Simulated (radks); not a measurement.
Question: Species: Tl. Configuration: [Hg] 6p1. Calculated with a radial shooting solver on a logarithmic mesh with Libxc functionals: Dirac Kohn-Sham, PBE, spin-unpolarised, spherical densities, point nucleus; open shells fill j = l - 1/2 first. Some entries of the table are withheld. Estimate them.

| orbital | occ. | eigenvalue (eV) | <r> (bohr) |
|---|---|---|---|
| 1s1/2 | 2 | -85489.87 | 0.01631 |
| 2s1/2 | 2 | -15207.52 | 0.06805 |
| 2p1/2 | 2 | -14595.09 | 0.05589 |
| 2p3/2 | 4 | -12529.08 | 0.06469 |
| 3s1/2 | 2 | -3628.998 | 0.1770 |
| 3p1/2 | 2 | -3353.442 | 0.1674 |
| 3p3/2 | 4 | -2894.120 | 0.1835 |
| 3d3/2 | 4 | (1) | 0.1595 |
| 3d5/2 | 6 | (2) | 0.1644 |
| 4s1/2 | 2 | -809.4900 | 0.3914 |
| 4p1/2 | 2 | (3) | 0.3931 |
| 4p3/2 | 4 | (4) | 0.4274 |
| 4d3/2 | 4 | -385.9391 | (5) |
| 4d5/2 | 6 | -365.1114 | (6) |
| 5s1/2 | 2 | -130.0765 | 0.8778 |
| 4f5/2 | 6 | -115.6734 | 0.4645 |
| 4f7/2 | 8 | -111.0749 | 0.4710 |
| 5p1/2 | 2 | -90.3086 | 0.9419 |
| 5p3/2 | 4 | -70.0908 | 1.036 |
| 5d3/2 | 4 | -16.2511 | 1.360 |
| 5d5/2 | 6 | -14.0594 | 1.418 |
| 6s1/2 | 2 | -9.1203 | 2.495 |
| 6p1/2 | 1 | -2.8388 | (7) |
| 6p3/2 | 0 | -1.8482 | (8) |

Answer: 
(1) 3d3/2 eigenvalue (eV): -2440.642
(2) 3d5/2 eigenvalue (eV): -2342.577
(3) 4p1/2 eigenvalue (eV): -690.8618
(4) 4p3/2 eigenvalue (eV): -579.1951
(5) 4d3/2 <r> (bohr): 0.4334
(6) 4d5/2 <r> (bohr): 0.4445
(7) 6p1/2 <r> (bohr): 3.469
(8) 6p3/2 <r> (bohr): 4.139
